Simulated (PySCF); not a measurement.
Si(I)(SH) (HISSi), SMILES I[Si]S (connectivity only; charge and spin as stated), neutral, multiplicity 1. The structure is a stationary point at PBE0-D3(BJ)/def2-TZVP. The def2 effective core potentials stand for the cores of I; spin–orbit coupling is left out. One conformer was computed; it need not be the lowest.

All values below come from PBE0-D3(BJ)/def2-TZVP run with PySCF 2.14.0.

Harmonic wavenumbers (cm⁻¹): 133, 341, 405, 513, 757, 2676. Rotational constants (GHz): 10.55, 1.386, 1.225; symmetry number 1.

**Question.** Work out the zero-point energy and the ideal-gas rigid-rotor harmonic-oscillator thermochemistry at 298.15 K and 1 atm.

**Answer.** ZPE = ½ Σ hcν = ½ × 4826 cm⁻¹ = 28.87 kJ/mol. H − E(el) = 43.13 kJ/mol. Entropy in J/(mol K): translation 174.06, rotation 114.17, vibration 24.79, total 313.02. G − E(el) = -50.20 kJ/mol. Cp = 62.20 J/(mol K). Modes under 150 cm⁻¹ make the vibrational entropy uncertain.
